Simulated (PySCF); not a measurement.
BLYP on I (iodine, neutral), [Kr] 4d10 5s2 5p4 5d1, one real determinant (an excited configuration). Calculation: PySCF 2.14, in aug-cc-pwCVDZ-PP with ECP28MDF (6s5p4d1f, 48 functions); scalar relativity through the core potential.

```
cycle= 1 E= -295.286408529527  delta_E= -0.00823  |g|= 0.0189  |ddm|=    1
cycle= 2 E= -295.286562055397  delta_E= -0.000154  |g|= 0.0105  |ddm|= 0.12
cycle= 3 E= -295.286629267319  delta_E= -6.72e-05  |g|= 0.00478  |ddm|= 0.0515
cycle= 4 E= -295.286633490125  delta_E= -4.22e-06  |g|= 8.19e-05  |ddm|= 0.0099
cycle= 5 E= -295.286633493474  delta_E= -3.35e-09  |g|= 6.83e-06  |ddm|= 0.000282
cycle= 6 E= -295.286633493491  delta_E= -1.65e-11  |g|= 2.44e-07  |ddm|= 1.82e-05
converged SCF energy = -295.286633493491  <S^2> = 3.7513101  2S+1 = 4.000655
```

Highest occupied orbital energy: 1.681 eV; ⟨L²⟩ = 8.00; populations by l: s 4.00, p 10.00, d 11.00, f 0.00.

(1) Can this result be used?

Results:

(1) Not for this state. The run converged. ⟨L²⟩ = 8.00 against 12 for a pure F term, so this real determinant mixes terms. Energies and moments cover only the electrons outside the core potential. The outer electron is Rydberg-like, and this basis confines it to a smaller radius and binds it less than a complete one would. At BLYP the highest occupied level has a positive energy, so only the finite basis holds that electron; for this excited configuration the basis is too tight for the outer shell.
